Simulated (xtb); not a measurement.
B(F)(H)(iPr) (C₃H₈BF), SMILES CC(C)BF. All values are semi-empirical tight-binding results from xtb (GFN2-xTB unless named), good for trends rather than for accurate numbers. Coordinates come from a GFN2-xTB optimisation. This is a generated structure with no PubChem entry under its InChIKey; it may be hypothetical. Other conformers were not sampled.

Optimised geometry:

```xyz
13

B      0.4172    -0.5863     0.9465
F      0.4138     0.2380     1.9722
H      0.6011    -1.7193     1.1985
C      0.2384    -0.0034    -0.5176
C     -0.6327     1.2600    -0.5658
C     -0.2619    -1.0306    -1.5395
H      1.2501     0.2962    -0.8326
H     -0.6320     1.6896    -1.5658
H     -1.6593     1.0191    -0.2983
H     -0.2640     2.0062     0.1333
H      0.3782    -1.9090    -1.5471
H     -0.2740    -0.6023    -2.5399
H     -1.2728    -1.3470    -1.2929
```
Charge 0, spin multiplicity 1.

- orbital gap = 4.45 eV
- dipole moment = 1.29 D
- zero-point energy = 67.2 kcal/mol
- G − E(el) at 298.15 K (modified RRHO) = 48.3 kcal/mol
- static polarisability (D4 model) = 52.1 bohr³
- solvation energy, GFN2-xTB/ALPB(water) = -1.1 kcal/mol
- solvation energy, GFN2-xTB/ALPB(ch2cl2) = -4.3 kcal/mol

Computed IR lines (harmonic; lines under 4 % of the strongest left out, lines within 3 cm⁻¹ merged):
ν (cm⁻¹): 720 (m), 809 (m), 1017 (w), 1055 (m), 1182 (w), 1250 (m), 1272 (w), 1311 (vs), 2605 (s), 2868 (m), 3024 (m), 3038 (m), 3044 (m) (against the strongest line: vs over 80 %, s over 45 %, m over 15 %, w over 4 %, vw less)

Computed atomic charges and the Wiberg bond orders between heavy atoms:
charges (e) B1 0.37, F2 -0.25, H3 -0.08, C4 -0.10, C5 -0.10, C6 -0.11, H7 0.05, H8 0.04, H9 0.03, H10 0.04, H11 0.03, H12 0.04, H13 0.03. Bond orders B1–F2 1.14, B1–C4 1.02, C4–C5 1.00, C4–C6 1.01.
